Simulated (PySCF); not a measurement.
## C⁻ (carbon, charge -1) across methods

[He] 2s2 2p3, high-spin 4S determinant. Calculation: PySCF 2.14, in aug-cc-pVTZ (5s4p3d2f, 46 functions); no relativity, point nucleus.

| method | E (hartree) | mean ε 2s α (eV) | mean ε 2s β (eV) | mean ε 2p α (eV) | Σ⟨r²⟩ (bohr²) | ⟨S²⟩ |
| --- | --- | --- | --- | --- | --- | --- |
| PBE0 | -37.8568 | -8.217 | -4.026 | 0.922 | 28.63 | 3.753 |
| PBE | -37.8536 | -6.144 | -3.021 | 1.935 | 30.35 | 3.753 |
| r2SCAN | -37.8872 | -7.058 | -2.786 | 1.733 | 28.86 | 3.755 |
| M06-L | -37.8937 | -6.976 | -2.418 | 2.204 | 26.70 | 3.769 |
| wB97M-V | -37.8944 | -10.495 | -6.824 | -1.138 | 28.88 | 3.751 |
| M06-2X | -37.8891 | -9.511 | -5.277 | 0.084 | 27.30 | 3.756 |
| UHF | -37.70845 | -14.304 | -5.804 | -2.119 | 26.09 | 3.757 |
| B3LYP | -37.9094 | -7.685 | -4.087 | 1.181 | 29.28 | 3.754 |

Problem. Estimate the same row for LDA.

Solution. E (hartree) = -37.5338; mean ε 2s α (eV) = -6.013; mean ε 2s β (eV) = -3.029; mean ε 2p α (eV) = 1.825; Σ⟨r²⟩ (bohr²) = 30.39; ⟨S²⟩ = 3.754.

The highest occupied level is positive at LDA, PBE0, PBE, r2SCAN, M06-L, M06-2X, B3LYP: only the finite basis holds that electron, which in a density functional comes from self-interaction.
